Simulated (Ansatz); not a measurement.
A nudged elastic band was laid between two geometries of AlBH$_{5}$OS (9 atoms, charge 1, multiplicity 1).

All numbers below come from RKS B3LYP/6-31G* in Ansatz.

```json
{
  "movable images": "9",
  "climbing image": "yes",
  "spring": "5.0 eV/Å²",
  "optimiser": "quadratic models (default)",
  "start path": "IDPP",
  "force threshold": "0.05 eV/Å",
  "iteration limit": "35",
  "end points": "relaxed"
}
```

First end point:

```xyz
9
Properties=species:S:1:pos:R:3
B 1.647 1.809 -0.368
Al 0.540 0.002 -0.554
O -0.972 -0.041 0.492
S -2.128 -1.099 0.673
H 1.417 2.734 -1.083
H 2.506 1.914 0.452
H 0.517 -1.400 -1.294
H -1.765 -1.767 1.807
H -1.761 -2.152 -0.125
```

Last end point:

```xyz
9
Properties=species:S:1:pos:R:3
B 1.550 1.851 -0.354
Al 0.861 -0.150 -0.569
O -0.740 -0.382 0.330
S -1.629 -1.687 0.452
H 1.223 2.695 -1.129
H 2.274 2.153 0.543
H 1.225 -1.533 -1.236
H -1.887 -1.736 1.791
H -2.877 -1.212 0.172
```

(1) Which bonds break or form, and what moves?

(2) What energy profile does the band end with?

(3) What is the geometry of the highest image?

(4) What are the harmonic wavenumbers there?

Answers

(1) No bond is made or broken. The height of S4 over the plane of its neighbours goes from -0.67 to 0.69 Å.

(2) The run converged. The highest image is number 5 of 0 to 10, 162.2 kJ/mol above the first end and 164.0 kJ/mol above the last; the last end lies 1.8 kJ/mol below the first. A vibrational analysis at the climbing image gives one clearly imaginary mode, 1175i cm⁻¹: a first-order saddle point. Limits of this set-up: the dipole of an ion depends on the origin.

```
image  path coordinate (Å)  energy (kJ/mol)  height of S4 over the plane of its neighbours (Å)
    0                 0.00              0.0                                              -0.67
    1                 0.40              0.6                                              -0.66
    2                 0.79              1.9                                              -0.66
    3                 1.19              3.2                                              -0.65
    4                 1.59             46.7                                              -0.43
    5                 1.99            162.2                                               0.01
    6                 2.25             99.5                                               0.31
    7                 2.52             23.9                                               0.55
    8                 2.78              1.7                                               0.67
    9                 3.05             -1.3                                               0.68
   10                 3.31             -1.8                                               0.69
```

(3) 
```xyz
9
Properties=species:S:1:pos:R:3
B 1.447 2.012 -0.367
Al 0.786 -0.012 -0.464
O -0.852 -0.142 0.419
S -1.694 -1.481 0.632
H 1.131 2.795 -1.207
H 2.146 2.376 0.527
H 1.161 -1.446 -1.004
H -1.548 -2.204 1.753
H -2.576 -1.898 -0.288
```

(4) 1175i, 68, 102, 127, 165, 207, 376, 489, 559, 614, 635, 748, 855, 871, 1148, 1198, 1989, 2646, 2702, 2744, 2784 cm⁻¹.

Run time: 11 min on 1 thread of Arm Neoverse N1 (shared host), peak memory 0.16 GiB.
